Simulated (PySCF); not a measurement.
## BPb: from constants to spectrum

UHF-CCSD(T) constants of BPb, ⁴Σ⁻ (quartet), unpaired electrons σ ↑, π ↑↑ (B def2-TZVPP, Pb def2-TZVPP with ECP60; scalar-relativistic core potentials (PySCF 2.14); masses 11.0093 and 207.9766 u):

* ωe: 505.6 cm⁻¹
* ωexe: 3.01 cm⁻¹
* Be: 0.31541 cm⁻¹
* αe: 0.00250 cm⁻¹
* D (centrifugal): 4.91e-07 cm⁻¹
* De to B + Pb: 2.29 eV

Task: Give the vibrational terms G(v) and spacings up to v = 6.

Result: G(v) = ωe(v+½) − ωexe(v+½)².

```csv
v,G(v) (cm⁻¹),G(v) − G(v−1),Bv (cm⁻¹)
0,252,,0.3142
1,752,500,0.3117
2,1245,494,0.3092
3,1733,488,0.3067
4,2214,482,0.3042
5,2690,476,0.3017
6,3159,469,0.2992
```

Task: How well does the Morse estimate ωe²/(4ωexe) reproduce De, and what is D0?

Result: It gives 2.63 eV, 115 % of the computed De. D0 = De − G(0) = 2.29 − 0.03 = 2.26 eV.

Correlated steps freeze 5 core orbitals. Spin–orbit coupling is left out, which matters for elements this heavy, above all for dissociation energies. The state was picked by a PBE0 search and need not be the measured ground state.
